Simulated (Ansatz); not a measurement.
Ansatz (an electronic-structure program) input (B97M-V/def2-TZVPD):

Ansatz 0.2 input:
```yaml
crystal:
  periodic: [false, false, false]
  atoms:
    - {symbol: C, position_ang: [-2.24302844, 0.33675043, -0.14786613]}
    - {symbol: C, position_ang: [-0.96105170, -0.26758352, 0.33526853]}
    - {symbol: O, position_ang: [0.20433167, 0.52666858, -0.30556129]}
    - {symbol: C, position_ang: [1.63581688, 0.10058843, -0.14032817]}
    - {symbol: O, position_ang: [1.84975342, -0.94376257, 0.30964879]}
    - {symbol: H, position_ang: [-2.34212440, 0.27322980, -1.23087181]}
    - {symbol: H, position_ang: [-3.05674278, -0.24166963, 0.29629957]}
    - {symbol: H, position_ang: [-2.36691324, 1.36897478, 0.18465174]}
    - {symbol: H, position_ang: [-0.79075608, -0.18731429, 1.40525334]}
    - {symbol: H, position_ang: [-0.77701775, -1.27676885, -0.01761900]}
    - {symbol: H, position_ang: [2.27063122, 0.90073014, -0.52782893]}
    - {symbol: H, position_ang: [0.03982181, 1.48103801, -0.42503009]}
basis:
  gaussian:
    orbitals: def2-TZVPD
hamiltonian:
  xc: {name: B97M-V}
total_charge: 1
output: {forces: true}
```

End of the output:

```
integrals: 0.18 GiB planned
1247 factors; their error is unknown
mean field: 1.54 GiB planned
mean field evaluation 1: about -7297.3930 eV, gradient 8.9e1 eV
mean field evaluation 2: about -7273.1558 eV, gradient 1.4e2 eV
mean field evaluation 4: about -7312.1875 eV, gradient 1.3e1 eV
mean field evaluation 8: about -7312.5132 eV, gradient 3.9e-1 eV
mean field evaluation 16: about -7312.4636 eV, gradient 6.7e-4 eV
mean field -7312.46361791 eV, -268.7280813922 hartree, gradient 7.4e-5 eV, S^2 0.000000; 0 other end points of the search recorded, 0 dependent functions left out
the calculation of the forces begins
reference -7312.46368501 eV, -268.7280838581 hartree; 20, 20 occupied and 234, 234 virtual orbitals, 1247 factors
Total energy: -7312.46368501 eV, -268.7280838581 hartree
Atom 0 at    -2.243028     0.336750    -0.147866 Å, force     0.181669    -0.043810     0.025705 eV/Å
Atom 1 at    -0.961052    -0.267584     0.335269 Å, force    -0.168171     0.012515     0.007381 eV/Å
Atom 2 at     0.204332     0.526669    -0.305561 Å, force     0.060437     0.016643    -0.007260 eV/Å
Atom 3 at     1.635817     0.100588    -0.140328 Å, force     0.029451    -0.043112     0.048415 eV/Å
Atom 4 at     1.849753    -0.943763     0.309649 Å, force    -0.142870     0.261185    -0.117432 eV/Å
Atom 5 at    -2.342124     0.273230    -1.230872 Å, force     0.011842     0.008311     0.163827 eV/Å
Atom 6 at    -3.056743    -0.241670     0.296300 Å, force     0.135996     0.088590    -0.063331 eV/Å
Atom 7 at    -2.366913     1.368975     0.184652 Å, force     0.019467    -0.149546    -0.046704 eV/Å
Atom 8 at    -0.790756    -0.187314     1.405253 Å, force    -0.007688    -0.017161    -0.160879 eV/Å
Atom 9 at    -0.777018    -1.276769    -0.017619 Å, force     0.006730     0.160384     0.051395 eV/Å
Atom 10 at     2.270631     0.900730    -0.527829 Å, force    -0.153468    -0.123877     0.058551 eV/Å
Atom 11 at     0.039822     1.481038    -0.425030 Å, force     0.026604    -0.170122     0.040332 eV/Å
Dipole moment:    -0.117199     0.681260    -0.155463 e Å
```

It need not be the lowest isomer of its formula.
